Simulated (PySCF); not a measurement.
C2H5NOSi, SMILES O=C=N[SiH2]C. Atoms are numbered in the order given.

```xyz
10

Si    -0.6017    -1.0956     0.0000
C      0.9568    -2.1252     0.0000
N     -0.1801     0.5856     0.0000
C      0.0681     1.7561     0.0000
O      0.3176     2.8999     0.0000
H     -1.4231    -1.3628    -1.2134
H     -1.4231    -1.3628     1.2134
H      0.7103    -3.1993     0.0000
H      1.5652    -1.9106    -0.8926
H      1.5652    -1.9106     0.8926
```
Charge 0, spin multiplicity 1.

Geometry optimised at ωB97X-D3(BJ)/def2-SVP. The values are those of a single conformer.

Level of theory: PBE0/pcSseg-1 run with PySCF.

GIAO shieldings, no solvent; atoms alike by connectivity are averaged. δ = σ(ref) − σ: ²⁹Si against TMS (σ = 352.7 ppm); ¹³C against TMS (σ = 186.3 ppm); ¹⁵N against NH3 (σ = 267.4 ppm); ¹⁷O against H2O (σ = 334.2 ppm); ¹H against TMS (σ = 31.56 ppm), references at their B3LYP-D3(BJ)/def2-TZVP geometries, non-relativistic.

```json
[
 {"nucleus": "²⁹Si", "atoms": "Si1", "count": "1", "δ (ppm)": "-41.4"},
 {"nucleus": "¹³C", "atoms": "C4", "count": "1", "δ (ppm)": "129.2"},
 {"nucleus": "¹³C", "atoms": "C2", "count": "1", "δ (ppm)": "0.0"},
 {"nucleus": "¹⁵N", "atoms": "N3", "count": "1", "δ (ppm)": "40.0"},
 {"nucleus": "¹⁷O", "atoms": "O5", "count": "1", "δ (ppm)": "140.5"},
 {"nucleus": "¹H", "atoms": "H6, H7", "count": "2", "δ (ppm)": "5.13"},
 {"nucleus": "¹H", "atoms": "H8, H9, H10", "count": "3", "δ (ppm)": "0.71"}
]
```
